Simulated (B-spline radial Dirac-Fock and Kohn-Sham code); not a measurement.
Auger decay of the 2p1/2 hole in V⁵⁺

System: V⁵⁺, [Ne] 3s2 3p6.

These are calculated numbers from a radial atomic solver; the model is independent-particle rates on relativistic LDA orbitals of the hole state (multipoles up to L = 3, Coulomb Auger matrix elements, transition energies from Dirac-Fock). Kinetic energies are configuration averages from the vacuum level; the two-hole energies are estimated from single-hole states.

```csv
transition,kinetic energy (eV),width (meV),share (%)
L2-M1M1,274.4,2.79,1.0
L2-M1M2,311.7,55.0,19.4
L2-M1M3,312.7,4.07,1.4
L2-M2M2,342.9,47.8,16.8
L2-M2M3,345.3,170,59.7
L2-M3M3,345.8,4.68,1.6
```

The listed channels hold 100 % of the non-radiative rate. Summed by principal shells, of 0.284 eV in all: LMM 100.0 %.
